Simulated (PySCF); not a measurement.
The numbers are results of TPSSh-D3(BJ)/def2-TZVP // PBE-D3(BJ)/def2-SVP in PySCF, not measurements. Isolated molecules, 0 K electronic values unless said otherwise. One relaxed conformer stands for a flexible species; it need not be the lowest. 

Reference species: [Zn(H)2] (neutral, multiplicity 1).

```
Item                   Result
-------------------  --------
coordination number         2
HOMO                 -7.49 eV
LUMO                 -0.94 eV
```

Changed species: [Zn(SH)2] (2 of 2 H replaced by SH; the reference has 0 of 2 H replaced by SH).

**Question.** Predict the effect on the coordination number, HOMO and LUMO.

**Answer.** the coordination number hardly moves; the HOMO rises by 0.62 eV, to -6.87 eV; the LUMO drops by 0.46 eV, to -1.40 eV.
